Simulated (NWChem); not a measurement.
Species: C₂H₄ClNOSi; SMILES O[Si@@]1(Cl)C=NC1

```xyz
10

O      1.9589    -0.3631     0.0040
Si     0.3477     0.0019     0.0059
Cl    -0.7297    -1.7946     0.0445
C     -0.2584     1.3891     1.1111
N     -0.6740     2.1259     0.1369
C     -0.3560     1.3655    -1.1199
H      2.2312    -1.2647    -0.2198
H     -0.3617     1.7050     2.1491
H     -1.2634     1.1709    -1.6999
H      0.3411     1.9326    -1.7451
```
Atoms are numbered in this order, from 1.

Computed with NWChem. Pople sets run with spherical d functions. Coordinates come from a B3LYP/6-31G* (spherical d) optimisation. B3LYP is NWChem's, with the RPA form of VWN correlation. Level: B3LYP/6-31G* with SMD (1 M gas to 1 M solution), gas-phase geometry. Reactions with the solvent are ignored.

Predict the results for solvent toluene. Quantities: solvation free energy (kcal/mol); cavity-dispersion-structure term (kcal/mol); dipole in solution (D).

The solvation free energy (kcal/mol) comes out as -4.5, the cavity-dispersion-structure term (kcal/mol) is -1.0 and the dipole in solution (D) is 1.99.
